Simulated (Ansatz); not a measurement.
Geometry optimisation of Te₂Pd⁻.

```yaml
crystal:
  periodic: [false, false, false]
  atoms:
    - {symbol: Pd, position_ang: [-0.329350, -0.744290, 0.075190]}
    - {symbol: Te, position_ang: [-1.798890, 1.175390, -0.092720]}
    - {symbol: Te, position_ang: [2.128240, -0.431100, 0.017520]}
basis:
  gaussian: {orbitals: def2-TZVPD}
total_charge: -1
magnetization: {spin_polarized: true, initial_magnetization: 1}
hamiltonian: {xc: pbe, dispersion: d4}
scf: {lower_state_search: "off"}
output: {orbitals: {seedname: orbitals}}
relax: {f_tol: 0.02, max_steps: 100}
```

```sh
$ ansatz run in.yaml --threads 4 --pin off --events-out ev --progress --plain --max-ram 3916MiB
```

Shortened log:

```
Functional definition: PBE
mean field -18071.72698383 eV, -664.1237171992 hartree, gradient 7.3e-6 eV, S^2 0.753189; 0 other end points of the search recorded, 0 dependent functions left out
relax step   1: F+E_penalty+E_count = -18071.87562990 eV  Δ(F+E_penalty+E_count) = +0.000e0 eV  max|allowed force component| = 4.804e-1 eV/Å  Δτ_max = 0.0000 Å  (25 SCF iters, accepted)
mean field -18071.73992647 eV, -664.1241928326 hartree, gradient 2.4e-6 eV, S^2 0.753196; 0 other end points of the search recorded, 0 dependent functions left out
relax step   2: F+E_penalty+E_count = -18071.89166658 eV  Δ(F+E_penalty+E_count) = -1.604e-2 eV  max|allowed force component| = 3.113e-1 eV/Å  Δτ_max = 0.0709 Å  (33 SCF iters, accepted)
mean field -18071.74836543 eV, -664.1245029586 hartree, gradient 1.9e-6 eV, S^2 0.753245; 0 other end points of the search recorded, 0 dependent functions left out
relax step   3: F+E_penalty+E_count = -18071.90198933 eV  Δ(F+E_penalty+E_count) = -1.032e-2 eV  max|allowed force component| = 1.019e-1 eV/Å  Δτ_max = 0.0494 Å  (31 SCF iters, accepted)
mean field -18071.76063542 eV, -664.1249538723 hartree, gradient 1.8e-6 eV, S^2 0.753398; 0 other end points of the search recorded, 0 dependent functions left out
relax step   4: F+E_penalty+E_count = -18071.92211326 eV  Δ(F+E_penalty+E_count) = -2.012e-2 eV  max|allowed force component| = 2.519e-1 eV/Å  Δτ_max = 0.1986 Å  (30 SCF iters, accepted)
mean field -18071.76894824 eV, -664.1252593627 hartree, gradient 1.6e-6 eV, S^2 0.753303; 0 other end points of the search recorded, 0 dependent functions left out
relax step   5: F+E_penalty+E_count = -18071.93569237 eV  Δ(F+E_penalty+E_count) = -1.358e-2 eV  max|allowed force component| = 8.290e-2 eV/Å  Δτ_max = 0.1948 Å  (30 SCF iters, accepted)
mean field -18071.76989002 eV, -664.1252939725 hartree, gradient 2.4e-6 eV, S^2 0.753325; 0 other end points of the search recorded, 0 dependent functions left out
relax step   6: F+E_penalty+E_count = -18071.93638017 eV  Δ(F+E_penalty+E_count) = -6.878e-4 eV  max|allowed force component| = 2.844e-3 eV/Å  Δτ_max = 0.0198 Å  (26 SCF iters, accepted)
Total energy: -18071.93642712 eV, -664.1314140982 hartree
Atom 0 at    -0.454228    -1.096935     0.110467 Å, force     0.001068     0.002844    -0.000285 eV/Å
Atom 1 at    -1.331688     1.189526    -0.099322 Å, force     0.001596    -0.002356     0.000208 eV/Å
Atom 2 at     1.785916    -0.092590    -0.011155 Å, force    -0.002664    -0.000488     0.000077 eV/Å
Dipole moment:    -0.096136    -0.232176     0.023382 e Å
Checks for a lower state left out: stability, starts, cluster_reference, orbital_swaps, neighbouring_geometries, increment
```

Hardware: 4 threads of AMD EPYC 7B13 on a shared host. Wall time 11 s.

In the def2 sets Pd, Te take a core potential; there is no spin–orbit coupling. The relaxation made no stability test and no search for a lower SCF solution. Another isomer (doublet) lies 0.17 eV lower at PBE0-D4/def2-TZVPD.
